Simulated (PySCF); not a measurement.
A GIAO shielding run with PySCF 2.14 (density fitting, non-relativistic, gas phase) on SMILES FC[C@H]([SiH2]C[SiH3])C(Cl)Cl, C4H11Cl2FSi2:

```
$ OMP_NUM_THREADS=1 python probes_run.py task.json out

{"job": {"kind": "nmr", "xc": "PBE0", "basis": "pcSseg-1"}, "charge": 0, "multiplicity": 1}
F     -0.859018    -2.220178     0.354034
C     -1.863730    -1.326428     0.069409
C     -1.274173    -0.098786    -0.607873
Si     0.239145     0.546752     0.403852
C      1.783363    -0.366978    -0.187488
Si     3.378579     0.200394     0.673846
C     -2.295198     0.990782    -0.757492
Cl    -2.777293     1.624101     0.827619
Cl    -3.766052     0.443238    -1.624137
H     -2.584863    -1.854657    -0.562867
H     -2.329521    -1.063995     1.023962
H     -0.952944    -0.386856    -1.612848
H     -0.047599     0.327524     1.820373
H      0.333310     1.985611     0.126067
H      1.653636    -1.436464    -0.023863
H      1.899848    -0.234812    -1.264091
H      4.506388    -0.588838     0.171963
H      3.248955     0.019721     2.118037
H      3.607849     1.615079     0.375870
H     -1.905828     1.835468    -1.327408
```

Hardware: 1 thread of an Arm Neoverse V1, shared host. The job also computes population analyses, field gradients.

Q: How large is the calculation?

A: 106 electrons, 236 basis functions and 1319 auxiliary functions.

Q: How long does it take, and how much memory does it need?

A: 76 s of wall time, with 14 SCF cycles and 5 response iterations; peak memory 1.1 GiB. Times on a shared host scatter by some tens of per cent.
